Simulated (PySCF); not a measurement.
AlCl (SMILES [Al][Cl]), singlet, at a GFN2-xTB geometry (such geometries of metal compounds can be far from the true shape); B3LYP/6-31G* (PySCF).

Here is a job for PySCF.
```python
from pyscf import gto, scf, dft

mol = gto.M(
    atom='''
Al   -0.00000000   -0.00000000   -1.15413952
Cl    0.00000000    0.00000000    0.88257728
''',
    basis='6-31g*',
    verbose=4,
)

mf = dft.RKS(mol)
mf.xc = 'b3lyp'
mf.diis_space = 2
mf.kernel()
```

The log (banner, timings and long lists left out):

```
PySCF version 2.14.0

[INPUT] verbose = 4
[INPUT] num. atoms = 2
[INPUT] num. electrons = 30
[INPUT] charge = 0
[INPUT] spin (= nelec alpha-beta = 2S) = 0
[INPUT] symmetry False subgroup None
[INPUT] Mole.unit = angstrom
[INPUT] Symbol           X                Y                Z      unit          X                Y                Z       unit  Magmom
[INPUT]  1 Al     0.000000000000   0.000000000000  -1.154139520000 AA    0.000000000000   0.000000000000  -2.181007602337 Bohr   0.0
[INPUT]  2 Cl     0.000000000000   0.000000000000   0.882577280000 AA    0.000000000000   0.000000000000   1.667829342964 Bohr   0.0

nuclear repulsion = 57.4199435156228
number of shells = 16
number of NR pGTOs = 102
number of NR cGTOs = 36
basis = 6-31g*
ecp = {}

******** <class 'pyscf.dft.rks.RKS'> ********
method = RKS
initial guess = minao
damping factor = 0
level_shift factor = 0
DIIS = <class 'pyscf.scf.diis.CDIIS'>
diis_start_cycle = 1
diis_space = 2
diis_damp = 0
SCF conv_tol = 1e-09
SCF conv_tol_grad = None
SCF max_cycles = 50
direct_scf = True
direct_scf_tol = 1e-13
XC library pyscf.dft.libxc version 7.1.2
    S. Lehtola, C. Steigemann, M. J. T. Oliveira, and M. A. L. Marques,  SoftwareX 7, 1–5 (2018)
XC functionals = b3lyp
    P. J. Stephens, F. J. Devlin, C. F. Chabalowski, and M. J. Frisch,  J. Phys. Chem. 98, 11623 (1994)
radial grids:
    Treutler-Ahlrichs [JCP 102, 346 (1995); DOI:10.1063/1.469408] (M4) radial grids

becke partition: Becke, JCP 88, 2547 (1988); DOI:10.1063/1.454033
pruning grids: <function nwchem_prune>
grids dens level: 3
symmetrized grids: False
atomic radii adjust function: <function treutler_atomic_radii_adjust>
small_rho_cutoff = 0
Set gradient conv threshold to 3.16228e-05
Initial guess from minao.
tot grids = 38064
init E= -702.736409840128
  HOMO = -0.231582920777435  LUMO = -0.0621415947328125  gap/eV = 4.61073
cycle= 1 E= -702.650741684162  delta_E= 0.0857  |g|= 0.268  |ddm|= 1.28
  HOMO = -0.243012421128286  LUMO = -0.0669714145367423  gap/eV = 4.79032
cycle= 2 E= -702.625714583782  delta_E= 0.025  |g|= 0.387  |ddm|= 0.907
  HOMO = -0.243318025622723  LUMO = -0.0598556241907659  gap/eV = 4.99227
cycle= 3 E= -702.677556760928  delta_E= -0.0518  |g|= 0.012  |ddm|= 0.511
  HOMO = -0.245143640384497  LUMO = -0.0609076523176504  gap/eV = 5.01332
cycle= 4 E= -702.677580963008  delta_E= -2.42e-05  |g|= 0.00841  |ddm|= 0.0277
  HOMO = -0.24420610384321  LUMO = -0.0601260702119552  gap/eV = 5.00907
cycle= 5 E= -702.677601820346  delta_E= -2.09e-05  |g|= 0.000782  |ddm|= 0.0112
  HOMO = -0.244173836371656  LUMO = -0.0601128795227313  gap/eV = 5.00855
cycle= 6 E= -702.677601740951  delta_E= 7.94e-08  |g|= 0.00096  |ddm|= 0.00247
  HOMO = -0.244207582227493  LUMO = -0.0601453625875293  gap/eV = 5.00859
cycle= 7 E= -702.677602060698  delta_E= -3.2e-07  |g|= 0.00012  |ddm|= 0.00139
  HOMO = -0.244192312522049  LUMO = -0.0601290182406906  gap/eV = 5.00862
cycle= 8 E= -702.677602062926  delta_E= -2.23e-09  |g|= 8.88e-05  |ddm|= 0.000276
  HOMO = -0.244199485322404  LUMO = -0.0601356594647488  gap/eV = 5.00863
cycle= 9 E= -702.677602065169  delta_E= -2.24e-09  |g|= 1.84e-05  |ddm|= 0.00012
  HOMO = -0.244200193869154  LUMO = -0.0601367492110151  gap/eV = 5.00862
cycle= 10 E= -702.677602065131  delta_E= 3.76e-11  |g|= 2.09e-05  |ddm|= 5.34e-05
  HOMO = -0.244198658055136  LUMO = -0.0601350438383232  gap/eV = 5.00863
Extra cycle  E= -702.677602065052  delta_E= 7.9e-11  |g|= 2.57e-05  |ddm|= 6.42e-05
converged SCF energy = -702.677602065052
```
